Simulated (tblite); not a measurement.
Compound: C6H7Cl.
Atom-mapped SMILES: `[CH2:1]=[CH:2]/[CH:3]=[C:4](\[Cl:5])[CH:6]=[CH2:7]` (hydrogens: H8, H9 on C1; H10 on C2; H11 on C3; H12 on C6; H13, H14 on C7)

The geometry is computed with GFN2-xTB (gas phase).

List the bond lengths, angles and torsions at this level.

| bond | length (bohr) | order |
| --- | --- | --- |
| C1=C2 | 2.518 | double |
| C2–C3 | 2.714 | single |
| C3=C4 | 2.546 | double |
| C4–Cl5 | 3.275 | single |
| C4–C6 | 2.731 | single |
| C6=C7 | 2.513 | double |
| C1–H8 | 2.037 | single |
| C1–H9 | 2.033 | single |
| C2–H10 | 2.043 | single |
| C3–H11 | 2.045 | single |
| C6–H12 | 2.045 | single |
| C7–H13 | 2.032 | single |
| C7–H14 | 2.034 | single |

Orders are formal, as drawn. A selection of angles:
| angle | degrees |
| --- | --- |
| C2–C1–H8 | 121.6 |
| C2–C1–H9 | 121.9 |
| H8–C1–H9 | 116.5 |
| C1–C2–C3 | 123.1 |
| C1–C2–H10 | 120.1 |
| C3–C2–H10 | 116.8 |
| C2–C3–C4 | 126.2 |
| C2–C3–H11 | 116.5 |
| C4–C3–H11 | 117.3 |
| C3–C4–Cl5 | 120.3 |
| C3–C4–C6 | 123.2 |
| Cl5–C4–C6 | 116.5 |
| C4–C6–C7 | 125.8 |
| C4–C6–H12 | 114.1 |
| C7–C6–H12 | 120.0 |
| C6–C7–H13 | 121.3 |
| C6–C7–H14 | 122.0 |
| H13–C7–H14 | 116.7 |

Dihedral angles: C1–C2–C3–C4 180° (antiperiplanar); C2–C3–C4–Cl5 0° (synperiplanar); C3–C4–C6–C7 180° (antiperiplanar).

The C–C distances run from 1.330 Å (C6=C7, drawn double) to 1.445 Å (C4–C6, drawn single), a spread of 0.115 Å. The 7 heavy atoms lie in one plane (0.000 Å rms). Of the pairs four or more bonds apart, Cl5···H14 is among the closest relative to their van der Waals radii: 2.64 Å, 90 % of the sum of Bondi's values.

Point group: Cs (tolerance 0.08 Å). Its GFN2-xTB frequencies are all real (lowest 80 cm⁻¹). One conformer, not necessarily the lowest.
